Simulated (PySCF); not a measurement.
## Germanium: a sound run and one with changed settings

Sound run: Ge [Ar] 3d10 4s2 4p2, Ge⁺ [Ar] 3d10 4s2 4p1. Calculation: PySCF 2.14, in jorge-DZP-DKH; scalar relativity by spin-free X2C-1e. The sound run starts from symmetry-adapted Hartree-Fock orbitals and uses a fine grid where one is needed.

A second run was set up differently.

```csv
species,method,sound run (hartree),changed run (hartree),converged
Ge,UHF,-2096.93259,-2096.93225,no
Ge,r2SCAN,-2098.56615,-2098.56266,no
Ge,MN15,-2100.12270,-2100.11914,no
Ge⁺,UHF,-2096.66301,-2096.66275,no
Ge⁺,r2SCAN,-2098.27392,-2098.27339,no
Ge⁺,MN15,-2099.83527,-2099.83496,no
```

Q: What was changed?
A. radial grid too coarse
B. all electrons correlated in a valence basis
C. too few SCF iterations
D. level shift left on

A: C. It used initial guess atom, at most 3 SCF cycles. The SCF was stopped early; the energies are upper bounds that still move, and correlated levels were skipped or rest on poor orbitals.
